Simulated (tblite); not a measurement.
Compound: C5H11OP.
Atom-mapped SMILES: `[CH3:1][C:2](=[O:3])[CH2:4][P:5]([CH3:6])[CH3:7]` (hydrogens: H8, H9, H10 on C1; H11, H12 on C4; H13, H14, H15 on C6; H16, H17, H18 on C7)

Computed with GFN2-xTB (tblite), gas phase: L-BFGS steps from a force-field or distance-geometry start until the largest atomic force falls under 0.01 eV/Å.

The end geometry, which sets the zero of energy:
```
atom  x, y, z in Å
C1      2.5973   -0.2192    0.3882
C2      1.6184    0.0610   -0.7207
O3      1.8242    0.8663   -1.5958
C4      0.3349   -0.7096   -0.6227
P5     -0.6593   -0.0438    0.8283
C6     -2.2504   -0.9051    0.4398
C7     -1.0744    1.6112    0.1216
H8      3.4656    0.4280    0.3001
H9      2.9135   -1.2592    0.3499
H10     2.1021   -0.0530    1.3447
H11     0.5295   -1.7623   -0.4098
H12    -0.2422   -0.6120   -1.5457
H13    -3.0203   -0.5287    1.1112
H14    -2.5548   -0.7350   -0.5920
H15    -2.1337   -1.9725    0.6160
H16    -0.1750    2.2228    0.0900
H17    -1.8023    2.0966    0.7696
H18    -1.4818    1.5208   -0.8845
```

**Question.** These geometries come from the run, each turned onto the end geometry. Order them by energy, lowest first.
A.
```
atom  x, y, z in Å
C1      2.6544   -0.2619    0.3472
C2      1.6171    0.0793   -0.6896
O3      1.7780    0.9314   -1.5295
C4      0.3396   -0.6944   -0.5704
P5     -0.6816   -0.0171    0.8558
C6     -2.2453   -0.9063    0.4108
C7     -1.1299    1.6263    0.1361
H8      3.5979    0.2266    0.1201
H9      2.8007   -1.3365    0.4242
H10     2.2936    0.0888    1.3132
H11     0.5418   -1.7420   -0.3423
H12    -0.2342   -0.6147   -1.4958
H13    -3.0607   -0.5349    1.0292
H14    -2.4894   -0.7466   -0.6394
H15    -2.1202   -1.9702    0.6058
H16    -0.2744    2.2979    0.1708
H17    -1.9300    2.0570    0.7370
H18    -1.4660    1.5236   -0.8949
```
B.
```
atom  x, y, z in Å
C1      2.6118   -0.2316    0.3799
C2      1.6128    0.0776   -0.7020
O3      1.7985    0.9201   -1.5462
C4      0.3336   -0.7004   -0.6161
P5     -0.6637   -0.0443    0.8351
C6     -2.2510   -0.9118    0.4413
C7     -1.0775    1.6049    0.1150
H8      3.5152    0.3559    0.2346
H9      2.8508   -1.2927    0.3846
H10     2.1607    0.0167    1.3408
H11     0.5255   -1.7560   -0.4235
H12    -0.2461   -0.5840   -1.5344
H13    -3.0294   -0.5352    1.1019
H14    -2.5506   -0.7491   -0.5925
H15    -2.1315   -1.9770    0.6276
H16    -0.1865    2.2296    0.1149
H17    -1.8371    2.0797    0.7328
H18    -1.4442    1.5039   -0.9057
```
C.
```
atom  x, y, z in Å
C1      2.6225   -0.2443    0.3654
C2      1.6096    0.0921   -0.6965
O3      1.7782    0.9605   -1.5178
C4      0.3383   -0.6983   -0.6066
P5     -0.6762   -0.0329    0.8333
C6     -2.2499   -0.9193    0.4303
C7     -1.0923    1.6176    0.1168
H8      3.5570    0.2796    0.1849
H9      2.7957   -1.3166    0.3996
H10     2.2172    0.0618    1.3300
H11     0.5411   -1.7473   -0.3841
H12    -0.2383   -0.6120   -1.5308
H13    -3.0334   -0.5399    1.0826
H14    -2.5443   -0.7747   -0.6077
H15    -2.1220   -1.9810    0.6315
H16    -0.2089    2.2524    0.1495
H17    -1.8713    2.0772    0.7222
H18    -1.4319    1.5315   -0.9142
```
D.
```
atom  x, y, z in Å
C1      2.7412   -0.2609    0.3407
C2      1.6704    0.0607   -0.6718
O3      1.8702    0.8315   -1.5783
C4      0.3538   -0.6523   -0.5326
P5     -0.7558   -0.0145    0.8633
C6     -2.3122   -0.9244    0.3893
C7     -1.1896    1.6391    0.1537
H8      3.6780    0.2027    0.0456
H9      2.8835   -1.3325    0.4305
H10     2.4461    0.1215    1.3135
H11     0.5296   -1.7116   -0.3058
H12    -0.1982   -0.5589   -1.4746
H13    -3.1400   -0.5608    1.0051
H14    -2.5775   -0.7850   -0.6617
H15    -2.1969   -1.9871    0.5947
H16    -0.3156    2.2832    0.2170
H17    -1.9895    2.0883    0.7462
H18    -1.5061    1.5672   -0.8866
```
E.
```
atom  x, y, z in Å
C1      2.7003   -0.2663    0.3455
C2      1.6468    0.0629   -0.6801
O3      1.8172    0.8750   -1.5586
C4      0.3468   -0.6662   -0.5385
P5     -0.7247   -0.0137    0.8621
C6     -2.2710   -0.9148    0.3842
C7     -1.1672    1.6273    0.1449
H8      3.6338    0.2106    0.0569
H9      2.8413   -1.3427    0.4315
H10     2.3820    0.1107    1.3189
H11     0.5106   -1.7142   -0.2943
H12    -0.2100   -0.5725   -1.4723
H13    -3.0695   -0.5247    1.0101
H14    -2.5228   -0.7646   -0.6641
H15    -2.1526   -1.9774    0.5843
H16    -0.3049    2.2875    0.1987
H17    -1.9686    2.0475    0.7481
H18    -1.4962    1.5420   -0.8891
```

**Answer.** B (0.003 eV), C (0.007 eV), A (0.015 eV), E (0.033 eV), D (0.060 eV).

In the order of the answer:

```csv
step,E above end (eV),largest force (eV/Å),rms force component (eV/Å),rms distance from end (Å),rms bond change (Å),bond most changed (Å)
51,0.003,0.04,0.014,0.048,0.001,C4–P5 -0.002
36,0.007,0.05,0.013,0.086,0.001,C4–P5 +0.002
24,0.015,0.07,0.026,0.121,0.001,P5–C6 +0.003
11,0.033,0.14,0.048,0.152,0.002,C4–H11 -0.003
5,0.060,0.21,0.069,0.174,0.006,P5–C6 +0.014
```

What follows is the cost of the whole relaxation. The run took 0.4 s on one thread of an Intel Xeon Platinum 8488C, no GPU, shared host.
